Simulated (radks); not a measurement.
Values are calculated unless marked as measured or tabulated.
Question: Ionisation of Er7+, [Kr] 4d10 4f10 5s2 5p3, to Er8+, [Kr] 4d10 4f10 5s2 5p2, under several functionals. Dirac Kohn-Sham, spin-unpolarised, spherical densities, point nucleus; open shells fill j = l - 1/2 first; a radial shooting solver on a logarithmic mesh with Libxc functionals. Known Delta-SCF values: XLYP 125.11 eV; SOGGA 125.06 eV. What does B86b exchange with PBE correlation give, and what is its highest occupied eigenvalue?

Answer: 125.15 eV by Delta-SCF; the 4f7/2 eigenvalue is -108.56 eV. NIST: 131 eV (theoretical).

Beside tabulated values, note that spin-unpolarised runs miss the spin-polarisation part of the exchange energy of open shells.
